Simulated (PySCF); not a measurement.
# Energy of P²⁺ (phosphorus, charge +2) between two integer charges

The 3p alpha orbital of [Ne] 3s2 3p1 is emptied in steps (occupation f), with all orbitals relaxed, ending at [Ne] 3s2. All numbers are calculated (PySCF 2.14, the non-relativistic Hamiltonian (point nucleus), in def2-TZVPPD). The exact energy is a straight line in f; departures are measured from the line between the end points of the same method.

**Question.** Among UHF, LDA, PBE, PBE0, r2SCAN, LC-wPBE, BHandHLYP, wB97X, MN15, B3LYP, which shows the largest delocalisation error (convex curve), and which is closest to linear?

**Answer.** Most convex: LDA (-1.301 eV at f = 0.4); closest to linear: UHF (0.090 eV).

```csv
f,UHF (eV),LDA (eV),PBE (eV),PBE0 (eV),r2SCAN (eV),LC-wPBE (eV),BHandHLYP (eV),wB97X (eV),MN15 (eV),B3LYP (eV)
1,0.000,0.000,0.000,0.000,0.000,0.000,0.000,0.000,0.000,0.000
0.8,0.061,-0.868,-0.848,-0.624,-0.790,-0.163,-0.412,-0.217,-0.542,-0.682
0.6,0.091,-1.302,-1.269,-0.931,-1.174,-0.239,-0.615,-0.320,-0.807,-1.020
0.4,0.090,-1.301,-1.262,-0.924,-1.161,-0.231,-0.611,-0.313,-0.797,-1.015
0.2,0.060,-0.865,-0.835,-0.609,-0.762,-0.147,-0.403,-0.204,-0.520,-0.671
0,0.000,0.000,0.000,0.000,0.000,0.000,0.000,0.000,0.000,0.000
```

```tsv
method	E(f=0) − E(f=1) (eV)	−ε at f=1 (eV)	−ε at f=0.4 (eV)
UHF	29.599	29.984	29.519
LDA	30.232	24.814	31.328
PBE	30.273	24.964	31.366
PBE0	30.288	26.376	31.099
r2SCAN	30.387	25.410	31.430
LC-wPBE	30.459	29.418	30.697
BHandHLYP	30.177	27.595	30.710
wB97X	30.155	28.779	30.451
MN15	30.227	26.824	30.955
B3LYP	30.317	26.047	31.194
```

Reference removal energy between the ground levels: 30.203 eV (measured; NIST Atomic Spectra Database, ionization energies). The calculation has no spin-orbit coupling. UHF lacks correlation.
